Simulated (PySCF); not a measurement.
germylsulfanylgermane (Ge₂H₆S), SMILES [GeH3][S][GeH3]. Atoms are numbered in the order given.

```xyz
9

Ge     1.7123     0.0000    -0.2498
S      0.0000     0.0000     1.2077
Ge    -1.7123     0.0000    -0.2498
H      2.9878     0.0000     0.6098
H      1.6552    -1.2592    -1.1394
H      1.6552     1.2592    -1.1394
H     -1.6552     1.2592    -1.1394
H     -2.9878     0.0000     0.6098
H     -1.6552    -1.2592    -1.1394
```

Geometry optimised at B3LYP-D3(BJ)/def2-SVP.

The numbers are results of PBE/def2-TZVP (PySCF), not measurements.

Symmetry labels are those of the subgroup C2v that the program uses (full group C2v).

### Question
List the valence orbital energies around the gap with their symmetry. (The exact figures need the calculation; the answer reports its results.)

### Answer

```json
[
 {"orbital": "HOMO−7", "symmetry": "A1", "energy (eV)": "-13.17"},
 {"orbital": "HOMO−6", "symmetry": "A1", "energy (eV)": "-9.11"},
 {"orbital": "HOMO−5", "symmetry": "B2", "energy (eV)": "-8.98"},
 {"orbital": "HOMO−4", "symmetry": "B1", "energy (eV)": "-8.93"},
 {"orbital": "HOMO−3", "symmetry": "A2", "energy (eV)": "-8.45"},
 {"orbital": "HOMO−2", "symmetry": "B1", "energy (eV)": "-7.98"},
 {"orbital": "HOMO−1", "symmetry": "A1", "energy (eV)": "-7.45"},
 {"orbital": "HOMO", "symmetry": "B2", "energy (eV)": "-5.99"},
 {"orbital": "LUMO", "symmetry": "A1", "energy (eV)": "-1.15"},
 {"orbital": "LUMO+1", "symmetry": "B1", "energy (eV)": "-0.93"},
 {"orbital": "LUMO+2", "symmetry": "A1", "energy (eV)": "-0.41"},
 {"orbital": "LUMO+3", "symmetry": "A1", "energy (eV)": "-0.08"}
]
```
